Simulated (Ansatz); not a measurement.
Stepwise reaction of `[NH2][Al]([NH2])[NH2]` with hydrogen, as a gas-phase model of exchange steps in deposition or etching. ΔE in kJ/mol; ΔG adds harmonic PBE0-D4 terms to CCSD(T)/CBS, at 1 bar.

Gas-phase electronic energies from Ansatz, PBE0-D4/def2-TZVP geometries. CCSD(T)/CBS is the MP2 limit (def2-TZVPP, def2-QZVPP) plus CCSD(T) − MP2 in def2-TZVPP, frozen cores. This one scheme is used for every species. Functionals use def2-TZVPP. B3LYP here is the variant with VWN-RPA as its local correlation; programs differ in this. Each species was taken in one conformer, which may not be the lowest.

```
step                                                reaction  PBE-D4  B3LYP-D4  ωB97M-V  CCSD(T)/CBS  ΔG(600 K)
   1  `[NH2][Al]([NH2])[NH2]` + H₂ → `[NH2][AlH][NH2]` + NH₃    51.4      56.8     55.2         58.7       56.3
   3                     `[NH2][AlH2]` + H₂ → `[AlH3]` + NH₃    82.3      83.4     82.5         83.6       84.3
```

(1) Give the row of step 2, `[NH2][AlH][NH2]` + H₂ → `[NH2][AlH2]` + NH₃. (An estimate is asked.)

(2) By hand: ΔE of the 3 steps together at CCSD(T)/CBS.

Results:

(1) Computed: 
| step | reaction | PBE-D4 | B3LYP-D4 | ωB97M-V | CCSD(T)/CBS | ΔG(600 K) |
| --- | --- | --- | --- | --- | --- | --- |
| 2 | `[NH2][AlH][NH2]` + H₂ → `[NH2][AlH2]` + NH₃ | 63.2 | 67.1 | 66.3 | 68.7 | 69.0 |

(2) (58.7) + (68.7) + (83.6) = 211.0 kJ/mol, or 70.3 kJ/mol a step.

In ΔE each step is higher than the one before. All are uphill at CCSD(T)/CBS. ΔG lies between 56.3 and 84.3 kJ/mol a step. PBE-D4 differs from CCSD(T)/CBS by -7.3 to -1.3 kJ/mol a step. Isolated molecules leave out the surface, adducts and barriers. Largest T1 diagnostic: 0.011.
